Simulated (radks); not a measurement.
Results of a calculation; reference values are marked as such.
Species: Sr VII. Configuration: [Ar] 3d10 4s2 4p2. Code: a radial shooting solver on a logarithmic mesh with Libxc functionals. Model: scalar-relativistic Kohn-Sham, PBEsol, spin-polarised, spherical densities, point nucleus; open shells are filled with parallel spins first (spin-orbit coupling, left out, can overturn this in heavy ions).

Unscreened Slater integrals over Kohn-Sham orbitals (cm^-1). They are taken over the spin-up orbitals.

\begin{tabular}{lr}
integral & value \\ \hline
F0(4p,4p) & 145440 \\
F2(4p,4p) & 77761 \\
F0(4p,4s) & 151270 \\
G1(4p,4s) & 103550 \\
F0(4p,3d) & 186170 \\
F2(4p,3d) & 45191 \\
G1(4p,3d) & 15354 \\
G3(4p,3d) & 14671 \\
F0(4p,3p) & 186010 \\
F2(4p,3p) & 45261 \\
G0(4p,3p) & 11912 \\
G2(4p,3p) & 14111 \\
F0(4s,4s) & 158060 \\
F0(4s,3d) & 199540 \\
G2(4s,3d) & 18015 \\
F0(4s,3p) & 199390 \\
G1(4s,3p) & 16118 \\
F0(3d,3d) & 405250 \\
F2(3d,3d) & 197100 \\
F4(3d,3d) & 124660 \\
F0(3d,3p) & 399180 \\
F2(3d,3p) & 192580 \\
G1(3d,3p) & 229160 \\
G3(3d,3p) & 143830 \\
F0(3p,3p) & 397950 \\
F2(3p,3p) & 200000 \\
\end{tabular}

Derived for the open shells (J is the average intra-shell exchange parameter used in DFT+U). 4p: J = F2/5 = 15550 cm^-1.
